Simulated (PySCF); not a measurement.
Static response to an electric field

Compound: C₃H₉ClSi₂.
Geometry (GFN2-xTB, Å), atoms numbered from 1 in this order:
```
atom  x, y, z in Å
Si1    2.885    0.301   -0.428
C2     1.006    0.225   -0.313
C3     0.279   -0.891   -0.265
Si4   -1.592   -1.006   -0.111
C5    -2.380    0.734   -0.239
Cl6   -1.934    1.716    1.185
H7     3.413   -1.041   -0.677
H8     3.252    1.196   -1.530
H9     3.417    0.828    0.830
H10    0.488    1.176   -0.264
H11    0.804   -1.840   -0.308
H12   -1.979   -1.582    1.180
H13   -2.151   -1.791   -1.220
H14   -3.466    0.694   -0.253
H15   -2.048    1.287   -1.114
```

Level: B3LYP/def2-SVPD (PySCF), static field, nuclei fixed, core orbitals frozen in the response. The polarisability tensor in these axes (au):

```
x   126.99   9.03  -3.69
y     9.03 104.99   5.82
z    -3.69   5.82  88.53
```

What are the eigenvalues, a third of the trace, and Δα (Δα² = ½Σ(αi − αj)² over the three pairs)?

Principal values 85.67, 104.56 and 130.28 au; mean 106.84 au = 15.83 Å³ = 17.61 × 10⁻⁴⁰ C²·m²/J; Δα = 38.79 au (36 % of the mean).

What is the dipole moment, and where does it point?

(-0.29, -0.87, -1.34) D, 1.62 D in size, pointing from the negative to the positive side. Measured along this direction, the outermost atoms are H9 at the negative end and H13 at the positive end.

What are the principal values of the traceless quadrupole moment, Θ = ½Σq(3rr − r²1), about the centre of nuclear charge?

-6.37, 1.25, 5.12 D·Å. The values depend on the origin, since the dipole doesn't vanish. The electronic extent ⟨r²⟩ about the same centre is 1676 bohr², a root-mean-square distance of 2.55 Å for the 72 electrons.

In TDDFT the mean static polarisability is Σ f/ω² over all singlet excitations (ω in hartree). How much of it do the 8 lowest give? Their energies (eV) and oscillator strengths: 5.64, 0.0017; 6.05, 0.0016; 6.44, 0.1398; 6.50, 0.0125; 6.69, 0.3446; 6.80, 0.0073; 6.93, 0.0103; 7.00, 0.0085.

They add up to 8.89 au, 8.3 % of the 106.84 au; the largest single term is 5.70 au, from the state at 6.69 eV. Terms in order: 0.04, 0.03, 2.50, 0.22, 5.70, 0.12, 0.16, 0.13 au. Higher excitations give the rest. The strengths listed sum to 0.526.

Refractivity n − 1 of an ideal gas of it at 350 K and 1 atm, from the electronic α?

N = p/kT = 2.0968 × 10¹⁹ cm⁻³, so n − 1 = 2π × N × 15.83 × 10⁻²⁴ cm³ = 2086 × 10⁻⁶ at long wavelengths.

Find the Langevin capture rate constant for H3+ (3.023 u) meeting this molecule (135.993 u), k = 2.342 × 10⁻⁹ cm³/s × √(α in Å³ / reduced mass in u).

The reduced mass is 2.96 u, so k = 5.42 × 10⁻⁹ cm³/s. The formula leaves out the permanent dipole, which adds to the capture rate.

Give the principal axes and the span of the nuclei along them.

Largest value along (0.94, 0.33, -0.04), where the nuclei span 6.55 Å; middle along (-0.29, 0.88, 0.38), 4.68 Å; least along (0.16, -0.35, 0.92), 3.14 Å. The response follows the extents in order.

Isolated species at its GFN2-xTB geometry (one conformer only).

These values come from a run that also computed excited states. Hardware: an x86-64 server with one thread, no GPU, shared host. Cost: 28 s of wall time.
